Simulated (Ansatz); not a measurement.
Born–Oppenheimer molecular dynamics of AlClFH4N (8 atoms, charge 0, multiplicity 1). It starts at the highest image of a converged band, a first-order saddle point between two minima.

Level of theory: RKS BLYP/6-31G* (Ansatz).

```
ensemble                      : NVE (velocity Verlet)
time step                     : 0.5 fs
steps asked                   : 200
starting velocities drawn for : 100 K
seed                          : 6809
```

First frame:

```xyz
8
Properties=species:S:1:pos:R:3
Al -0.052 0.492 -0.178
F -0.224 -0.070 1.739
H 1.426 0.102 -0.583
N -1.546 -0.111 -0.990
H -2.194 -0.756 -0.532
H -2.071 0.472 -1.645
Cl -0.118 2.542 0.771
H -0.251 0.902 1.988
```

Task: What does the run give?

Result: All steps were run.

| Item | Value |
| --- | --- |
| steps done | 200 |
| time covered | 100 fs |
| mean temperature over the second half | 67 K |
| spread of the potential energy over the second half | 2.5 meV per atom |
| mean potential energy of the second half above the start | 3.2 meV per atom |

The conserved energy stayed within 0.053 meV per atom of its start (net change 0.029 meV per atom), so the integration is sound. A run of 0.1 ps of so small a system gives no equilibrium averages. The orbitals stay closed-shell, which can raise the energy where a bond breaks towards radicals; this wasn't checked here.

Task: What happens to the structure?

Result: Between its relaxed ends the band would form Al1–Cl7, F2–H8 and break Cl7–H8. These pairs go: Al1–Cl7 2.26 → 2.28 Å, F2–H8 1.00 → 1.00 Å, Cl7–H8 2.05 → 2.14 Å. In the last frame they stand as after the step (other bonds may differ from the relaxed reactants and products). It ends as one piece, AlClFH4N. Pairs count as bonded within 1.25 times the sum of covalent radii (0.12 Å more for H–H). The details hang on the random start.

Task: How do temperature and energy run in time?

Result: 
```tsv
time (fs)	T (K)	potential energy less start (eV)	conserved less start (meV/atom)
0.0	100	0.000	0.00
5.0	75	0.019	0.01
10.0	54	0.036	0.01
15.0	43	0.044	0.01
20.0	50	0.039	0.02
25.0	51	0.038	0.02
30.0	51	0.038	0.03
35.0	50	0.039	0.03
40.0	34	0.051	0.04
45.0	24	0.060	0.05
50.0	32	0.053	0.04
55.0	56	0.035	0.04
60.0	59	0.032	0.04
65.0	56	0.034	0.03
70.0	43	0.044	0.03
75.0	47	0.041	0.02
80.0	42	0.045	0.03
85.0	73	0.021	0.02
90.0	94	0.005	0.03
95.0	120	-0.015	0.02
100.0	111	-0.008	0.03
```

Time of the run: 4.5 min on 2 threads of Arm Neoverse V1, with other jobs on the host, peak memory 0.11 GiB.
